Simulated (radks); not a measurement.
Question: These are the eigenvalues of the occupied orbitals of an atom or ion with whole-number occupations (eV). Method: non-relativistic Kohn-Sham, PBE, spin-polarised, spherical densities, point nucleus; computed with a radial shooting solver on a logarithmic mesh with Libxc functionals.

| orbital | eigenvalue |
|---|---|
| 1s up | -12302.93 |
| 1s down | -12283.09 |
| 2s up | -2621.048 |
| 2s down | -2586.437 |
| 2p up | -2519.612 |

Which element is it, and in what charge state? The configuration may be excited. Open shells, if any, are filled with parallel spins first.

Answer: Z = 32, germanium, charge +25: Ge25+ in [He] 2s2 2p3. The list shows which subshells hold electrons but not how many an open one holds; the 1s level, -452.12 hartree, gives Z - s = 30.1 by -(Z - s)^2/2, which with screening narrows Z to a few neighbours, and the depths of the outer levels then fix element, charge and occupations together.
